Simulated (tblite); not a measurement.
Compound: C6H11OP.
SMILES with atom numbers: `[CH3:1][C:2]1=[CH:3][CH2:4][CH2:5][P@:6]1([CH3:7])=[O:8]` (hydrogens: H9, H10, H11 on C1; H12 on C3; H13, H14 on C4; H15, H16 on C5; H17, H18, H19 on C7)

Structure used (GFN2-xTB), in Å, numbered top down from 1:
```
atom  x, y, z in Å
C1     2.1214   -1.1320   -0.1428
C2     1.0209   -0.1362   -0.0684
C3     0.9818    1.0977   -0.5541
C4    -0.2676    1.9039   -0.3393
C5    -1.0913    1.2323    0.7612
P6    -0.5250   -0.5222    0.8165
C7    -1.5746   -1.4724   -0.3514
O8    -0.4226   -1.1498    2.1396
H9     1.8626   -1.9299   -0.8403
H10    2.2565   -1.5850    0.8395
H11    3.0542   -0.6729   -0.4645
H12    1.7916    1.5459   -1.1120
H13   -0.8328    1.9412   -1.2758
H14   -0.0161    2.9339   -0.0757
H15   -0.8545    1.6540    1.7408
H16   -2.1656    1.3240    0.6049
H17   -1.6338   -0.9919   -1.3230
H18   -2.5662   -1.5621    0.0891
H19   -1.1487   -2.4691   -0.4518
```

Level: GFN2-xTB in tblite, geometry and Hessian alike; calculated harmonic values, unscaled, isolated species. Against measured fundamentals such values can be off by several per cent, at times by over 20. One conformer, not necessarily the lowest.

Harmonic wavenumbers (cm⁻¹): 80.8, 107.4, 144.3, 164.4, 202.4, 223.6, 233.9, 301.3, 351.3, 425.4, 448.1, 612.8, 621.5, 691.5, 753.2, 781.6, 814.0, 846.1, 853.0, 934.3, 949.2, 1009.1, 1023.6, 1090.8, 1092.4, 1136.8, 1189.0, 1224.9, 1250.4, 1276.1, 1302.1, 1305.8, 1394.1, 1421.6, 1435.1, 1438.0, 1463.1, 1474.0, 1478.2, 1708.0, 2932.4, 2963.8, 2971.6, 2986.0, 2988.9, 3004.0, 3008.4, 3010.2, 3025.1, 3038.9, 3068.7.

A = 2054, B = 1835, C = 1320 MHz; mass 130.055 u (most abundant isotopes); point group C1, symmetry number 1.

**Question.** What is the zero-point energy?

**Answer.** Half the sum of the wavenumbers: 34126 cm⁻¹ = 97.57 kcal/mol.

**Question.** Give the ideal-gas entropy at 500 K and 1 bar in the rigid-rotor, harmonic-oscillator model (classical rotation).

**Answer.** Translation 43.10, rotation 30.10, vibration 45.36: S = 118.6 cal/(mol K).

**Question.** And Cp and H(500 K) − H(0)?

**Answer.** Cp = 55.67 cal/(mol K), of which vibrations give 47.73 (their classical limit is 51 R = 101.3); H(500 K) − H(0) = 16.13 kcal/mol without the zero-point energy, 12.16 from vibrations.

**Question.** What must be added to the electronic energy to get the Gibbs energy at 500 K and 1 bar?

**Answer.** ZPE + [H(500 K) − H(0)] − T·S = 97.57 + 16.13 − 59.28 = 54.42 kcal/mol.

**Question.** Which modes carry the vibrational entropy at 500 K?

**Answer.** 80.8 cm⁻¹: 4.89; 107.4 cm⁻¹: 4.33; 144.3 cm⁻¹: 3.75; 164.4 cm⁻¹: 3.49; 202.4 cm⁻¹: 3.09; 223.6 cm⁻¹: 2.90 cal/(mol K); the other 45 give 22.91 together.

Hindered rotation and anharmonicity are outside this model. Other conformers, if any are populated, would add a mixing term that is left out. The structure is chiral; the term R ln 2 for an equal mix with its mirror image is left out.
